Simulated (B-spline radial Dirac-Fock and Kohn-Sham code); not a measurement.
# Tb⁷⁺: input and output of one calculation

ΔSCF core binding energies without Breit or QED terms, calculated with a radial atomic solver. Keys: rel is the Hamiltonian (dirac, or spin-free x2c and nr, where L3 and M5 stand for the whole 2p and 3d shells), method is hf or an exchange,correlation pair (spin-unpolarised, also for the hole states), nuc the nuclear model, radius_factor scales its radius, rmax is the box in bohr, h the logarithmic mesh step, order the B-spline order, points the quadrature points per cell, c_factor scales the speed of light, and damp, ndamp, maxit and tol steer the iteration. The run stops when the commutator error falls below 10·tol·max(1, Z/10), or the numerical noise floor, and the energy has settled to about 1e-8 Ha; the virial ratio is −V/T.

Input (task.json):

```json
{"items": [{"Z": 65, "q": 7, "cfg": [[1, 0, 2], [2, 0, 2], [2, 1, 6], [3, 0, 2], [3, 1, 6], [3, 2, 10], [4, 0, 2], [4, 1, 6], [4, 2, 10], [4, 3, 7], [5, 0, 2], [5, 1, 3]], "A": 159, "rrms": 5.06, "do": "settings", "holes": ["K", "L3", "M5"],
  "settings": [{"rel": "dirac", "method": "hf", "nuc": "fermi", "radius_factor": 1.0, "rmax": 45.0, "h": 0.3, "order": 8, "points": 10, "c_factor": 1.0, "maxit": 60, "damp": 0.2, "ndamp": 3, "tol": 1e-08}]}]}
```

Command: `python xray2_run.py task.json out`

Ground-state iterations:

```
iter   energy (Ha)        error
   1   -11654.99259174  2.07e+00
   2   -11680.98706499  1.42e+00
   3   -11696.94729222  5.81e-01
   4   -11699.26482245  2.56e-01
   5   -11699.45828571  2.14e-01
   6   -11699.87760506  5.23e-03
   7   -11699.87771856  4.48e-04
   8   -11699.87772153  1.61e-04
   9   -11699.87772169  1.91e-05
  10   -11699.87772169  3.01e-07
```

The ground state converged in 10 iterations, with total energy -11699.87772 Ha, virial ratio 1.91451 and highest orbital energy -118.81 eV. ΔSCF binding energies: K (1s) 52339.8 eV, L3 (2p3/2) 7650.5 eV, M5 (3d5/2) 1361.3 eV.
